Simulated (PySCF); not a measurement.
PySCF job for C2H8N2Si2, SMILES N[Si@@H]1C=N[C@H]1[SiH3], SMD-M06-2X/6-31G*. The structure is a stationary point at PBE0-D3(BJ)/def2-SVP. The structure was generated by enumeration; whether it is a known compound was not checked. Other conformers were not sampled.

```python
import numpy as np
from pyscf import gto, scf, dft
from pyscf.solvent import smd

mol = gto.M(
    atom='''
    N     2.36115903   -1.03846412    0.64429790
    Si    0.98415152   -0.57580677   -0.26188268
    C     0.84244099    1.01751099   -1.27314106
    N    -0.17100695    1.48272972   -0.63111464
    C    -0.42118108    0.50533319    0.46286529
    Si   -2.20334820   -0.11524870    0.48788077
    H     2.77483898   -1.95902926    0.57931236
    H     2.90232899   -0.40324185    1.21646993
    H     0.54977744   -1.81523804   -0.97689578
    H     1.24110384    1.54870878   -2.15004265
    H    -0.20605665    0.96520604    1.44369991
    H    -2.34143476   -1.13781133    1.57232765
    H    -3.17738952    0.98936198    0.74072640
    H    -2.53303868   -0.76010405   -0.82019940
    ''',
    basis='6-31G*',
    charge=0,
    spin=0,
    max_memory=1600,
    verbose=3,
)
mf = dft.RKS(mol, xc='m06-2x').density_fit(auxbasis='def2-universal-jkfit')
mf.grids.level = 4
mf.conv_tol = 1e-9
mf.max_cycle = 100
mf.kernel()
res = {}
for name in ['water', 'acetone', 'chloroform']:
    s = mf.SMD()
    s.with_solvent.solvent, s.with_solvent.sasa_ng = name, 194
    s.kernel(mf.make_rdm1())
    res[name] = (s.e_tot, s.with_solvent.get_cds(), s.dip_moment(), s.mo_energy, s.converged)
    print(f'SMD {name}: dG(solv) = {(s.e_tot - mf.e_tot) * 627.509474:.3f} kcal/mol, of which CDS {res[name][1] * 627.509474:.3f}')
```

Output:

```
converged SCF energy = -769.302505485062
converged SCF energy = -769.305439868459
Dipole moment(X, Y, Z, Debye):  3.84247, -2.15917,  1.34377
SMD water: dG(solv) = -1.841 kcal/mol, of which CDS 5.325
converged SCF energy = -769.310786726948
Dipole moment(X, Y, Z, Debye):  3.78849, -2.12907,  1.32129
SMD acetone: dG(solv) = -5.197 kcal/mol, of which CDS 1.538
converged SCF energy = -769.308896350241
Dipole moment(X, Y, Z, Debye):  3.57640, -2.01082,  1.23805
SMD chloroform: dG(solv) = -4.010 kcal/mol, of which CDS 1.011
```

The run converged.
